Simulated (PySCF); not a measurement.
MC anions for M along group 12

MP2 with double-zeta basis sets in PySCF, for the lowest determinant that a PBE0 search found; no spin–orbit coupling. De refers to high-spin ground-configuration atoms (the charge goes to the atom of lower measured ionisation energy or higher electron affinity, which is not always the lowest computed limit).

```tsv
M	basis	reference, frozen orbitals	charged atom	state (unpaired electrons)	Re (Å)	ωe (cm⁻¹)	De (eV)
Zn	def2-SVPD	UHF, 6	C−	quartet (σ ↑, π ↑↑)	2.141	380	n/a
Cd	def2-SVPD	UHF, 1	C−	quartet (σ ↑, π ↑↑)	2.362	310	n/a
Hg	def2-SVPD	UHF, 1	C−	quartet (σ ↑, π ↑↑)	2.491	232	n/a
```

The shortest bond is that of ZnC⁻ (2.141 Å), the longest that of HgC⁻ (2.491 Å).

Down a group the atoms grow and get heavier, so bonds lengthen and wavenumbers fall; this series shows no clear exception.

Correlated steps freeze the inner cores (1 to 6 orbitals); shallow outer-core shells are correlated. Spin–orbit coupling is left out, which matters for elements this heavy, above all for dissociation energies. States were picked by a PBE0 search and need not be the measured ground states.
